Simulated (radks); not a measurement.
The numbers below are computed, except where a source is named.
Removal energies from the titanium ion Ti7+, [Ne] 3s2 3p3, by Delta-SCF beside the eigenvalue of the level emptied. Code: a radial shooting solver on a logarithmic mesh with Libxc functionals. Model: scalar-relativistic Kohn-Sham, PBEsol, spin-polarised, spherical densities, finite nucleus; Fermi nuclear charge, rms radius of each element as measured or else 0.836 A^(1/3) + 0.57 fm. Open shells are filled with parallel spins first.

| removed from | final configuration | Delta-SCF (eV) | -eigenvalue (eV) |
|---|---|---|---|
| 3p | [Ne] 3s2 3p2 | 169.04 | 157.52 |
| 3s | [Ne] 3s1 3p3 | 186.21 | 176.01 |
| 2p | [He] 2s2 2p5 3s2 3p3 | 613.88 | 581.51 |
| 2s | [He] 2s1 2p6 3s2 3p3 | 702.06 | 673.37 |
